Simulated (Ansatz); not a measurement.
Consider the ligand exchange at the Si–O bond: `F[Si](F)(O[SiH3])O[SiH3]` + HCl → `F[Si](F)(Cl)O[SiH3]` + `O[SiH3]`.

Computed with Ansatz on PBE0-D4/def2-TZVP structures; ΔE is electronic, products minus reactants. CCSD(T)/CBS adds triple-zeta CCSD(T) − MP2 to the extrapolated MP2 energy (def2 sets, frozen cores). This one scheme is used for every species. DFT in def2-TZVPP. Each species was taken in one conformer, which may not be the lowest.

`F[Si](F)(O[SiH3])O[SiH3]`:

```xyz
13

F    -1.218   -0.014    2.458
Si   -0.821    0.613    1.070
F    -1.489    2.037    0.999
O     0.764    0.798    0.987
Si    2.266    0.191    0.721
O    -1.400   -0.323   -0.088
Si   -1.528   -0.742   -1.670
H     3.103    1.269    0.147
H     2.841   -0.275    2.006
H     2.179   -0.946   -0.231
H    -1.778   -2.200   -1.739
H    -0.264   -0.410   -2.375
H    -2.655    0.001   -2.285
```

HCl:

```xyz
2

Cl   -0.099   -0.169    0.609
H     0.099    0.169   -0.609
```

`F[Si](F)(Cl)O[SiH3]`:

Cartesian coordinates in Å:
```
F 0.340 -0.729 -2.327
Si -0.313 -1.154 -0.959
F -1.873 -1.095 -1.157
Cl 0.220 -3.048 -0.543
O 0.139 -0.170 0.202
Si 0.329 1.246 1.017
H 1.046 0.947 2.277
H -1.006 1.820 1.307
H 1.118 2.182 0.183
```

`O[SiH3]`:

Cartesian coordinates in Å:
```
O 0.343 -1.193 -0.318
Si -0.230 0.272 0.171
H 1.147 -1.209 -0.837
H 0.752 0.987 1.032
H -1.463 -0.009 0.941
H -0.548 1.152 -0.988
```

```json
{"species": "`F[Si](F)(O[SiH3])O[SiH3]`", "r2SCAN energy (Eh)": "-1222.51017"}
{"species": "HCl", "r2SCAN energy (Eh)": "-460.78587"}
{"species": "`F[Si](F)(Cl)O[SiH3]`", "r2SCAN energy (Eh)": "-1316.15269"}
{"species": "`O[SiH3]`", "r2SCAN energy (Eh)": "-367.13098"}
```

Problem. Work out ΔE.

Solution. ΔE = (-1316.15269) + (-367.13098) − (-1222.51017) − (-460.78587) = 0.01237 Eh = +7.8 kcal/mol. CCSD(T)/CBS gives +9.5 kcal/mol.

Largest T1 diagnostic among the species: 0.011.

In def2-TZVPP, CCSD(T) changes the Hartree–Fock value by −1.7 kcal/mol (the triples alone add −0.5 kcal/mol) and MP2 by −3.0 kcal/mol. From PBE to PBE0 (25 % exact exchange), in def2-TZVPP and without D4, ΔE moves by +1.4 kcal/mol.
